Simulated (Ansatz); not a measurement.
Molecule: 1,1-difluoroethane, C₂H₄F₂, charge 0, multiplicity 1. SMILES: FC(F)C
Structure (B3LYP-D3(BJ)/def2-TZVP (Ansatz, a program for electronic structure) minimum search):
```xyz
8

C     -1.3731    -0.0681     0.0292
C      0.0961    -0.0798     0.3399
F      0.7432    -0.9902    -0.4560
F      0.6484     1.1468     0.0727
H     -1.8004    -1.0511     0.2265
H     -1.5204     0.1851    -1.0206
H     -1.8768     0.6705     0.6524
H      0.3352    -0.3259     1.3772
```

Wanted: atomisation energy, in kcal/mol. Set-up: open shells spin-unrestricted; spin-orbit terms left out; no dispersion term unless named; non-relativistic; atomisation electronic, to ground-state atoms; valence correlation only; 6-31G* and kin with 6d, 5d where marked. CBS marks a two-point X^-3 extrapolation of the correlation energy; Hartree-Fock from the larger set (for Q and 5 zeta extrapolated as (X+1)exp(-9√X)). Ab initio and DFT rows: single points at B3LYP-D3(BJ) geometries (Ansatz).

```json
[
 {"species": "CC(F)F", "coefficient": "-1", "E at B3LYP/6-31G* (Ansatz), Eh": "-278.30149", "E at wB97M-V/def2-TZVPD (Ansatz), Eh": "-278.34052"},
 {"species": "C atom", "coefficient": "+2", "E at B3LYP/6-31G* (Ansatz), Eh": "-37.84628", "E at wB97M-V/def2-TZVPD (Ansatz), Eh": "-37.84643"},
 {"species": "F atom", "coefficient": "+2", "E at B3LYP/6-31G* (Ansatz), Eh": "-99.71553", "E at wB97M-V/def2-TZVPD (Ansatz), Eh": "-99.74647"},
 {"species": "H atom", "coefficient": "+4", "E at B3LYP/6-31G* (Ansatz), Eh": "-0.50027", "E at wB97M-V/def2-TZVPD (Ansatz), Eh": "-0.49411"}
]
```

Coupled cluster (Ansatz) is a level with limits of its own, used here on species with T1 under 0.025 (0.045 for open shells) and stable references: CCSD(T)/CBS(cc-pVQZ,cc-pV5Z). Value to compare with, CCSD(T)/CBS(cc-pVQZ,cc-pV5Z) (Ansatz): 737.7 kcal/mol. 1 Eh = 627.5095 kcal/mol.

### Question
Compute it at each level from the table, and compare with CCSD(T)/CBS(cc-pVQZ,cc-pV5Z) (Ansatz).

### Answer

- B3LYP/6-31G*: the sum of coefficient times E is 1.17679 Eh, or 738.45 kcal/mol. Result: 738.4 kcal/mol. Its difference against CCSD(T)/CBS(cc-pVQZ,cc-pV5Z) (Ansatz) is 0.7 kcal/mol.
- wB97M-V/def2-TZVPD: the sum of coefficient times E is 1.17828 Eh, or 739.38 kcal/mol. Result: 739.4 kcal/mol. Its difference against CCSD(T)/CBS(cc-pVQZ,cc-pV5Z) (Ansatz) is 1.7 kcal/mol.
